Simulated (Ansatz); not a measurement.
System: BNH₃, charge 1, singlet. BNH3+ (parent SMILES [BH]N, singlet).
B3LYP-D3(BJ)/def2-TZVP minimum from Ansatz (a first-principles code):
```xyz
5

B      0.7782    -0.0947    -0.0152
N     -0.5234     0.0637     0.0102
H      1.9379    -0.2359    -0.0377
H     -0.9781     0.9707     0.1288
H     -1.1866    -0.7071    -0.0866
```
Charge +1, spin multiplicity 1.

Hartree-Fock and MP2 correlation energies in hartree (Ansatz). Open shells are spin-unrestricted; no spin-orbit coupling. Cores are frozen in correlated methods. No relativity. The spin of H3BN+ (parent SMILES [BH]N, singlet) was assumed, and the state is the lowest solution found for it.

```tsv
basis	X	E(HF)	E(corr, MP2)
cc-pVTZ	3	-80.64781	-0.28280
cc-pVQZ	4	-80.65345	-0.30234
cc-pV5Z	5	-80.65466	withheld
```

Problem. Fit E(corr) = E∞ + A/X³ to X = 3 and 4, predict X = 5, and compare with the run.

Solution. A = (-0.28280 - (-0.30234))/(1/27 - 1/64) = 0.9126; E∞ = -0.30234 - A/64 = -0.31660; at X = 5, E∞ + A/125 = -0.30930. The run gave -0.30975, 0.45 mEh below the prediction. The same form on X = 4 and 5 gives E∞ = -0.31752, 0.93 mEh below the first estimate.
